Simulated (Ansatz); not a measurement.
KBCl3 (charge +1), closed shell: a relaxation.

The input file, in.yaml:

```yaml
crystal:
  periodic: [false, false, false]
  atoms:
    - {symbol: K, position_ang: [0.087786, 0.401362, -3.001950]}
    - {symbol: Cl, position_ang: [-1.479043, -0.303824, -0.217189]}
    - {symbol: B, position_ang: [-0.023521, -0.104509, 0.780788]}
    - {symbol: Cl, position_ang: [1.487208, 0.340426, -0.042802]}
    - {symbol: Cl, position_ang: [-0.072429, -0.333555, 2.481153]}
basis:
  gaussian: {orbitals: def2-TZVP}
total_charge: 1
hamiltonian: {xc: pbe0, dispersion: d4}
relax: {f_tol: 0.005, max_steps: 200}
```

Launched with

```bash
ansatz run in.yaml --threads 4 --pin off --events-out ev --progress --plain --max-ram 9574MiB
```

What Ansatz 0.2.0 printed:

```
Functional definition: PBE0
  name "PBE0"
  cite "Adamo & Barone, J. Chem. Phys. 110, 6158 (1999) doi:10.1063/1.478522"
  cite "Perdew, Burke & Ernzerhof, Phys. Rev. Lett. 77, 3865 (1996) doi:10.1103/PhysRevLett.77.3865"
  parent pbe
  parameter a = 0.25
  parameter kappa = 0.804
  parameter beta = 0.06672455060314922
  exchange = (1 - a)*pbe_x(kappa = kappa, mu = beta*pi^2/3) + a*exact_x
  correlation = pbe_c(beta = beta)
1327 factors; their error is unknown
mean field evaluation 1: about -54548.0806 eV, gradient 3.5e1 eV
mean field evaluation 2: about -54548.0910 eV, gradient 3.7e1 eV
mean field evaluation 4: about -54551.2127 eV, gradient 9.9e-1 eV
mean field evaluation 8: about -54551.4164 eV, gradient 1.7e-1 eV
mean field -54551.41639552 eV, -2004.7275762573 hartree, gradient 2.5e-5 eV, S^2 0.000000; 0 other end points of the search recorded, 0 dependent functions left out
the calculation of the forces begins
reference -54551.41643734 eV, -2004.7275777942 hartree; 37, 37 occupied and 138, 138 virtual orbitals, 1327 factors
relax step   1: F+E_penalty+E_count = -54551.56518228 eV  Δ(F+E_penalty+E_count) = +0.000e0 eV  max|allowed force component| = 4.247e-1 eV/Å  Δτ_max = 0.0000 Å  (25 SCF iters, accepted)
these checks for a lower state are left out or cut short: starts, cluster_reference, orbital_swaps, neighbouring_geometries, increment
1327 factors; their error is unknown
mean field evaluation 16: about -54551.2224 eV, gradient 7.3e-1 eV
mean field -54551.42521427 eV, -2004.7279003404 hartree, gradient 5.1e-6 eV, S^2 0.000000; 0 other end points of the search recorded, 0 dependent functions left out
the calculation of the forces begins
reference -54551.42525605 eV, -2004.7279018759 hartree; 37, 37 occupied and 138, 138 virtual orbitals, 1327 factors
relax step   2: F+E_penalty+E_count = -54551.57433199 eV  Δ(F+E_penalty+E_count) = -9.150e-3 eV  max|allowed force component| = 1.998e-1 eV/Å  Δτ_max = 0.0094 Å  (30 SCF iters, accepted)
these checks for a lower state are left out or cut short: starts, cluster_reference, orbital_swaps, neighbouring_geometries, increment
1327 factors; their error is unknown
mean field -54551.42760248 eV, -2004.7279881055 hartree, gradient 5.0e-6 eV, S^2 0.000000; 0 other end points of the search recorded, 0 dependent functions left out
the calculation of the forces begins
reference -54551.42764423 eV, -2004.7279896398 hartree; 37, 37 occupied and 138, 138 virtual orbitals, 1327 factors
relax step   3: F+E_penalty+E_count = -54551.57706694 eV  Δ(F+E_penalty+E_count) = -2.735e-3 eV  max|allowed force component| = 1.043e-2 eV/Å  Δτ_max = 0.0159 Å  (30 SCF iters, accepted)
these checks for a lower state are left out or cut short: starts, cluster_reference, orbital_swaps, neighbouring_geometries, increment
1327 factors; their error is unknown
mean field evaluation 32: about -54551.4276 eV, gradient 2.5e-5 eV
mean field -54551.42764657 eV, -2004.7279897257 hartree, gradient 6.3e-5 eV, S^2 0.000000; 0 other end points of the search recorded, 0 dependent functions left out
the calculation of the forces begins
reference -54551.42768832 eV, -2004.7279912599 hartree; 37, 37 occupied and 138, 138 virtual orbitals, 1327 factors
relax step   4: F+E_penalty+E_count = -54551.57709333 eV  Δ(F+E_penalty+E_count) = -2.638e-5 eV  max|allowed force component| = 4.046e-3 eV/Å  Δτ_max = 0.0040 Å  (21 SCF iters, accepted)
1327 factors; their error is unknown
mean field -54551.42764657 eV, -2004.7279897257 hartree, gradient 6.3e-5 eV, S^2 0.000000; 1 other end points of the search recorded, 0 dependent functions left out
the calculation of the forces begins
reference -54551.42768832 eV, -2004.7279912599 hartree; 37, 37 occupied and 138, 138 virtual orbitals, 1327 factors
Total energy: -54551.57713507 eV, -2004.7334833269 hartree
Atom 0 at     0.087664     0.400317    -2.987148 Å, force     0.000014    -0.000015     0.000081 eV/Å
Atom 1 at    -1.464959    -0.302389    -0.210734 Å, force     0.000432     0.000222    -0.000891 eV/Å
Atom 2 at    -0.022723    -0.103774     0.774177 Å, force     0.000031    -0.000520     0.004046 eV/Å
Atom 3 at     1.472337     0.335689    -0.038987 Å, force    -0.000537     0.000006    -0.000901 eV/Å
Atom 4 at    -0.072318    -0.329944     2.462693 Å, force     0.000061     0.000307    -0.002336 eV/Å
Dipole moment:     0.063781     0.291326    -2.173684 e Å
```

The run took about 14 s on 4 CPU threads of an Arm Neoverse V2 (shared host).
